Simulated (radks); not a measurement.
Values are calculated unless marked as measured or tabulated.
Species: Lu+. Configuration: [Xe] 4f14 6s2 (the NIST ground configuration). Code: a radial shooting solver on a logarithmic mesh with Libxc functionals. Model: scalar-relativistic Kohn-Sham, r2SCAN, spin-polarised, spherical densities, finite nucleus; meta-GGA in the generalised Kohn-Sham scheme; Fermi nuclear charge, rms radius 5.37 fm.

Normalised radial functions P(r) = r R(r), r in bohr:

```
   r/bohr * 5s, o 5p, + 6s (the largest magnitude, 1.04, reaches the edge; | marks zero, & curves that meet)
 0.002053                             o+*
 0.002804                             o+ *
 0.003801                             o+  *
 0.005151                             |&  *
 0.006981                             |&  *
 0.009461                             |&  *
  0.01282                             |+o *
  0.01738                             |+*o
  0.02355                             &   o
  0.03217                         *  +|     o
  0.04361                       *   + |     o
   0.0591                      *    + |    o
  0.08009                          * +|o
   0.1085                        o    |+  *
   0.1471                    o        |  +      *
   0.1994                       o     | +    *
   0.2702                        *  + |   o
   0.3691              *         +    |           o
   0.5003                     *     + |        o
    0.678                       o     |    +      *
   0.9189        o                    |       +                  *
    1.245   o                         |  +                      *
    1.688          o            +     |              *
    2.287               +   o         |    *
      3.1             +            o  |*
    4.235                 +          o*
     5.74                        +    &
    7.779                            +&
    10.54                             &
```

5s: eigenvalue -71.748 eV, 4 radial nodes at r = 0.0231, 0.0921, 0.240, 0.566 bohr, <r> = 1.17 bohr, 90 % of the charge inside 1.69 bohr. 5p: eigenvalue -41.544 eV, 3 radial nodes at r = 0.0832, 0.243, 0.609 bohr, <r> = 1.38 bohr, 90 % of the charge inside 2.03 bohr. 6s: eigenvalue -11.127 eV, 5 radial nodes at r = 0.0231, 0.0920, 0.238, 0.553, 1.41 bohr, <r> = 3.30 bohr, 90 % of the charge inside 4.78 bohr.
